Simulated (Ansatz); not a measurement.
Input for Ansatz (development build ahead of 0.2.0):

```yaml
crystal:
  periodic: [false, false, false]
  atoms:
    - { symbol: C, position_ang: [0.0, 0.0, -1.66913] }
    - { symbol: I, position_ang: [0.0, 0.0, 0.30101] }
    - { symbol: H, position_ang: [0.0, -0.95863, -1.97959] }
    - { symbol: H, position_ang: [-0.83019, 0.47931, -1.97959] }
    - { symbol: H, position_ang: [0.83019, 0.47931, -1.97959] }
basis:
  gaussian: { orbitals: def2-TZVP }
hamiltonian:
  xc: hf
correlation:
  method: mp2
  frozen_orbitals: { C: 1, H: 0, I: 4 }
```

The input is written out in the form of the current development build from the run's settings. The basis set brings a core potential for I, so the total leaves out those core electrons.

Results

```
Converged                       : yes
Reference energy                : -336.26691 hartree
Correlation energy              : -0.67264 hartree
Total energy                    : -336.93954 hartree
Spin squared of the determinant : 0.000
```
